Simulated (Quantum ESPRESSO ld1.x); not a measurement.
Problem. The mean radii <r> (bohr) of the occupied orbitals of an atom or ion are listed with their occupations. Calculated with ld1.x of Quantum ESPRESSO 7.5: Dirac Kohn-Sham, relativistic LDA (MacDonald-Vosko exchange, VWN5 correlation), spin-unpolarised, spherical densities, point nucleus.

orbital      occ.      <r>
1s1/2           2  0.02467
2s1/2           2   0.1049
2p1/2           2  0.08800
2p3/2           4  0.09414
3s1/2           2   0.2752
3p1/2           2   0.2642
3p3/2           4   0.2756
3d3/2           4   0.2452
3d5/2           6   0.2488
4s1/2           2   0.5683
4p1/2    0.333333   0.5700
4p3/2    0.666667   0.5868

Name the element and its charge. Open shells, if any, are shared by 2j + 1.

Solution. Z = 58, cerium, charge +27: Ce27+ in [Ar] 3d10 4s2 4p1. The 1s radius gives Z: for a bare nucleus <r> = (2 gamma + 1)/(2Z) with gamma = sqrt(1 - (Z/c)^2), 0.02424 bohr for Z = 58, and screening makes it slightly larger (0.02467 here). The occupations add up to 31, and the charge is Z minus that.
